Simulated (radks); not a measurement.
Species: Au37+. Configuration: [Kr] 4d6. Calculated with a radial shooting solver on a logarithmic mesh with Libxc functionals: scalar-relativistic Kohn-Sham, PBE, spin-unpolarised, spherical densities, point nucleus.

Unscreened Slater integrals over Kohn-Sham orbitals (eV). Empty in this configuration: 5s.

\begin{tabular}{lr}
integral & value \\ \hline
F0(4d,4d) & 62.373 \\
F2(4d,4d) & 31.839 \\
F4(4d,4d) & 21.691 \\
F0(4d,4p) & 62.333 \\
F2(4d,4p) & 31.998 \\
G1(4d,4p) & 39.818 \\
G3(4d,4p) & 25.514 \\
F0(4d,4s) & 63.470 \\
G2(4d,4s) & 31.724 \\
F0(4d,3d) & 80.091 \\
F2(4d,3d) & 23.364 \\
F4(4d,3d) & 11.692 \\
G0(4d,3d) & 7.3802 \\
G2(4d,3d) & 9.4150 \\
G4(4d,3d) & 7.4266 \\
F0(4d,5s) & 43.625 \\
G2(4d,5s) & 4.9833 \\
F0(4p,4p) & 62.460 \\
F2(4p,4p) & 32.596 \\
F0(4p,4s) & 63.573 \\
G1(4p,4s) & 42.953 \\
F0(4p,3d) & 79.324 \\
F2(4p,3d) & 22.467 \\
G1(4p,3d) & 7.2272 \\
G3(4p,3d) & 7.3041 \\
F0(4p,5s) & 43.642 \\
G1(4p,5s) & 4.4625 \\
F0(4s,4s) & 64.795 \\
F0(4s,3d) & 81.391 \\
G2(4s,3d) & 7.5925 \\
F0(4s,5s) & 43.987 \\
G0(4s,5s) & 3.2870 \\
F0(3d,3d) & 148.65 \\
F2(3d,3d) & 75.948 \\
F4(3d,3d) & 48.910 \\
F0(3d,5s) & 49.735 \\
G2(3d,5s) & 2.4496 \\
F0(5s,5s) & 36.781 \\
\end{tabular}

Derived for the open shells (J is the average intra-shell exchange parameter used in DFT+U). 4d: Racah B = F2/49 - 5 F4/441 = 0.4039 eV, C = 35 F4/441 = 1.721 eV, C/B = 4.26, F4/F2 = 0.681, J = (F2 + F4)/14 = 3.824 eV.
